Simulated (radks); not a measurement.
Results of a calculation; reference values are marked as such.
Os3+, 73 electrons, occupied as [Xe] 4f14 5d5. Level of theory: scalar-relativistic Kohn-Sham, r2SCAN, spin-polarised, spherical densities, finite nucleus; open shells are filled with parallel spins first (spin-orbit coupling, left out, can overturn this in heavy ions); meta-GGA in the generalised Kohn-Sham scheme; Fermi nuclear charge, rms radius 5.4126 fm (a radial shooting solver on a logarithmic mesh with Libxc functionals).

Radial electron density D(r) = 4 pi r^2 rho(r):

r (bohr),D(r) (e/bohr),spin D(r)
0.003163,42.39,-0.000752
0.003653,49.96,-0.000881
0.004219,58.22,-0.00102
0.004873,66.94,-0.00117
0.005627,75.82,-0.00132
0.006499,84.41,-0.00147
0.007505,92.16,-0.00162
0.008599,98.16,-0.00176
0.00993,102.6,-0.00193
0.01147,104.5,-0.00213
0.01324,103.9,-0.00239
0.0153,101.2,-0.00273
0.01767,97.30,-0.00314
0.0204,93.83,-0.00349
0.02337,92.67,-0.00347
0.02699,95.37,-0.00234
0.03117,102.9,0.00130
0.036,114.5,0.00977
0.04158,127.5,0.0263
0.04802,137.7,0.0548
0.05546,141.1,0.0988
0.06354,136.4,0.156
0.07338,125.4,0.228
0.08474,113.8,0.300
0.09787,108.6,0.352
0.113,113.2,0.357
0.1305,123.6,0.296
0.1507,129.9,0.173
0.1727,124.2,0.0397
0.1995,105.3,-0.0465
0.2304,82.68,-0.0000646
0.266,69.11,0.202
0.3072,69.83,0.487
0.3548,78.05,0.680
0.4098,81.59,0.633
0.4695,74.48,0.361
0.5422,58.51,0.0176
0.6262,41.48,-0.0817
0.7231,29.16,0.319
0.8351,22.37,1.24
0.9645,18.67,2.42
1.114,15.51,3.45
1.276,12.17,3.95
1.474,8.540,3.82
1.702,5.416,3.15
1.966,3.115,2.22
2.27,1.619,1.33
2.622,0.7478,0.676
3.028,0.2981,0.284
3.469,0.1054,0.103
4.006,0.02812,0.0279
4.627,0.005726,0.00571
5.343,0.0008518,0.000851

D(r) has 4 maxima, at r = 0.0119, 0.0546, 0.152, 0.400 bohr, and minima at 0.0230, 0.0987, 0.284 bohr, inside which lie 1.90, 11.09, 29.97 electrons.
